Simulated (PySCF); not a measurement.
# Correlation energy of N²⁺ (nitrogen, charge +2)

[He] 2s2 2p1, 2P determinant. Computed with PySCF 2.14 in aug-cc-pVDZ-DK (4s3p2d, 23 functions), with the spin-free X2C one-electron Hamiltonian (Gaussian nucleus). Frozen: 1s2; 3 electrons correlated.

```csv
level,correlation energy (mhartree)
CCSD,-74.61
(T),-0.56
CCSD(T),-75.17
CCSDT,-75.34
FCI,-75.34
```

Diagnostics: T1 = 0.0067, D1 = 0.0129, largest double amplitude 0.138, weight of the Hartree-Fock determinant in FCI 0.9500 (5082 determinants).

Cost of the coupled-cluster step: about 0.15 core-seconds, for 3 correlated electrons.
